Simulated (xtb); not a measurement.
C4H9Cl3Sn, triplet, at the geometry of the source list (GFN-xTB shapes and energies of metal compounds can be far from the true ones) (a higher spin typed on purpose: for a closed-shell molecule this is an excited state). Base run: GFN2-xTB run with xtb.

xtb was given this input:
```
$ xtb mol.xyz --gfn 2 --uhf 2 --json

# file mol.xyz
17

C     -2.55570000     0.21460000     0.05930000
C     -1.07930000     0.34140000    -0.29060000
C     -0.31020000    -0.93140000     0.04990000
C      1.08890000    -0.96070000    -0.48800000
Sn     2.46520000     0.66390000     0.34860000
Cl     2.88530000     2.37870000    -1.19710000
Cl     1.72010000     1.73630000     2.30180000
Cl     4.57080000    -0.20270000     0.90680000
H     -3.03530000    -0.54530000    -0.55730000
H     -3.06480000     1.16040000    -0.09950000
H     -2.67630000    -0.06830000     1.10360000
H     -0.64780000     1.17620000     0.26630000
H     -0.97110000     0.56080000    -1.35220000
H     -0.30980000    -1.08030000     1.13240000
H     -0.83350000    -1.78830000    -0.39220000
H      1.62230000    -1.87260000    -0.23250000
H      1.13130000    -0.78260000    -1.55940000
```

Each row names what was changed in the base input (with any setting that the change needs).

| change | ΔE vs base (mEh) | dipole (D) | G_solv (kcal/mol) | SCF cycles |
|---|---|---|---|---|
| base | 0.000 | 6.25 | - | 18 |
| alpb = ether | -17.325 | 7.73 | -12.19 | 18 |
| gbsa = acetonitrile | -15.233 | 8.25 | -11.78 | 19 |
| gbsa = toluene | -17.165 | 7.96 | -12.42 | 18 |
| alpb = acetone | -17.750 | 7.72 | -12.36 | 18 |
| etemp = 5000 | -33.446 | 5.74 | - | 18 |

ALPB and GBSA are two models with their own fitted parameters for each solvent, which aren't always the measured dielectric constant.
